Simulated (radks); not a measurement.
Pt59+, 19 electrons, occupied as [Ar] 6f1 (not the ground configuration). Calculated with a radial shooting solver on a logarithmic mesh with Libxc functionals: scalar-relativistic Kohn-Sham, PBEsol, spin-polarised, spherical densities, point nucleus; open shells are filled with parallel spins first (spin-orbit coupling, left out, can overturn this in heavy ions).

Normalised radial functions P(r) = r R(r), r in bohr:

r,2p up,3s up,3p down
0.001598,0.0476,0.5364,0.0266
0.001831,0.0596,0.5869,0.0334
0.002081,0.0736,0.6368,0.0412
0.002365,0.0908,0.6886,0.0508
0.002688,0.1121,0.7416,0.0627
0.003079,0.1401,0.7984,0.0783
0.0035,0.1725,0.8509,0.0965
0.003977,0.2123,0.9011,0.1186
0.004557,0.2642,0.9497,0.1475
0.005179,0.3240,0.9885,0.1807
0.005886,0.3963,1.0177,0.2208
0.006744,0.4895,1.0344,0.2723
0.007665,0.5951,1.0324,0.3304
0.008711,0.7206,1.0090,0.3992
0.009981,0.8787,0.9552,0.4853
0.01134,1.0531,0.8726,0.5795
0.01289,1.2542,0.7544,0.6869
0.01477,1.4980,0.5858,0.8152
0.01679,1.7552,0.3849,0.9477
0.01908,2.0368,0.1435,1.0884
0.02186,2.3566,-0.1523,1.2412
0.02484,2.6678,-0.4581,1.3796
0.02824,2.9764,-0.7752,1.5017
0.03235,3.2830,-1.1004,1.5975
0.03677,3.5303,-1.3659,1.6374
0.04179,3.7151,-1.5580,1.6086
0.0475,3.8146,-1.6410,1.4914
0.05441,3.8050,-1.5721,1.2507
0.06185,3.6738,-1.3335,0.9038
0.07029,3.4215,-0.9176,0.4414
0.08053,3.0333,-0.2993,-0.1573
0.09153,2.5814,0.4019,-0.7835
0.104,2.0841,1.1445,-1.4141
0.1192,1.5551,1.8746,-2.0118
0.1355,1.1007,2.4039,-2.4308
0.154,0.7212,2.6989,-2.6497
0.1764,0.4180,2.7125,-2.6303
0.2005,0.2257,2.4604,-2.3872
0.2278,0.1087,2.0217,-1.9811
0.261,0.0434,1.4657,-1.4642
0.2967,0.0157,0.9662,-0.9901
0.3372,0.0048,0.5643,-0.5974
0.3863,0.0011,0.2750,-0.3038
0.4391,0.0002,0.1197,-0.1386
0.499,0.0000,0.0440,-0.0538
0.5717,0.0000,0.0123,-0.0161
0.6498,0.0000,0.0030,-0.0042
0.7385,0.0000,0.0006,-0.0009
0.8394,0.0000,0.0001,-0.0001
0.9616,0.0000,0.0000,0.0000
1.093,0.0000,0.0000,0.0000
1.242,0.0000,0.0000,0.0000
1.423,0.0000,0.0000,0.0000
1.617,0.0000,0.0000,0.0000
1.838,0.0000,0.0000,0.0000
2.106,0.0000,0.0000,0.0000
2.394,0.0000,0.0000,0.0000

2p up: eigenvalue -16386.1 eV, 0 radial nodes, <r> = 0.0646 bohr, 90 % of the charge inside 0.105 bohr. 3s up: eigenvalue -7081.1 eV, 2 radial nodes at r = 0.0204, 0.0852 bohr, <r> = 0.175 bohr, 90 % of the charge inside 0.255 bohr. 3p down: eigenvalue -6547.0 eV, 1 radial node at r = 0.0779 bohr, <r> = 0.173 bohr, 90 % of the charge inside 0.257 bohr.
